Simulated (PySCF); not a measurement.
Isomers of C8H8. The calculation used TDDFT CAM-B3LYP/def2-SVPD, vertical, gas phase, core orbitals frozen in the response (PySCF 2.14.0, density-fitted response routines). Geometries: PBE0-D3(BJ)/def2-SVP; one conformer of each isolated species. Triplets are in the Tamm–Dancoff approximation.

A. `C12C3C4C2C2C1C3C42`
B. `C#CC1(C#C)CCC1`
C. `CC#CC#CC1CC1`
D. `C12C=CC(C=C1)C=C2`

Lowest singlet levels (six at most, fewer where fewer were computed) with oscillator strengths:

1. 277 nm (f 0.000); 260 nm (f 0.007); 255 nm (f 0.001); 196 nm (f 0.001); 189 nm (f 0.004); 182 nm (f 0.006); T1 3.75 eV
2. 196 nm (f 0.001); 193 nm (f 0.000); 187 nm (f 0.005); 186 nm (f 0.001); 186 nm (f 0.017); 184 nm (f 0.002)
3. 171 nm (f 0.000 summed over 3 states); 170 nm (f 0.000 summed over 2 states); 167 nm (f 0.026 summed over 3 states) [of 10 roots; the last level is left out, as the window may have cut its degenerate partner]; T1 6.96 eV
4. 243 nm (f 0.000 summed over 2 states); 203 nm (f 0.000); 198 nm (f 0.000); 195 nm (f 0.000 summed over 2 states); 179 nm (f 0.049 summed over 2 states); 178 nm (f 0.000) [of 10 roots; the last level is left out, as the window may have cut its degenerate partner]; T1 3.57 eV

**Question.** Match each spectrum to its molecule.

**Answer.** 1 = C, 2 = B, 3 = A, 4 = D.
- A: S1 at 7.26 eV, HOMO-2/HOMO-1/HOMO→LUMO+1/LUMO+2 (≥84%); Löwdin shares by element: HOMO (one of a set within 0.03 eV) carbon 47% or more (atoms not listed hold the other 53%); LUMO hydrogen 26% or more (atoms not listed hold the other 74%); HOMO -8.78 and LUMO 1.55 eV; point group Oh, 5 of its 8 listed states under f = 0.0005.
- B: S1 at 6.32 eV, HOMO→LUMO+2 (49%), HOMO→LUMO (10%), HOMO-3→LUMO+9 (8%); Löwdin shares by element: HOMO carbon 68% or more (atoms not listed hold the other 32%); LUMO carbon 43% or more (atoms not listed hold the other 57%); HOMO -8.86 and LUMO 1.30 eV; point group Cs, 1 of its 6 listed states under f = 0.0005.
- C: S1 at 4.48 eV, HOMO→LUMO (86%); Löwdin shares by element: HOMO carbon 76% or more (atoms not listed hold the other 24%); LUMO carbon 66% or more (atoms not listed hold the other 34%); HOMO -7.66 and LUMO 0.77 eV.
- D: S1 at 5.09 eV, HOMO→LUMO/LUMO+1 (98%); Löwdin shares by element: HOMO carbon 62% or more (atoms not listed hold the other 38%); LUMO (one of a set within 0.03 eV) carbon 63% or more (atoms not listed hold the other 37%); HOMO -7.40 and LUMO 0.91 eV; point group D3h, 7 of its 9 listed states under f = 0.0005.

A slash joins orbitals within 0.01 eV of each other, whose weights are summed (≥ marks a lower bound).
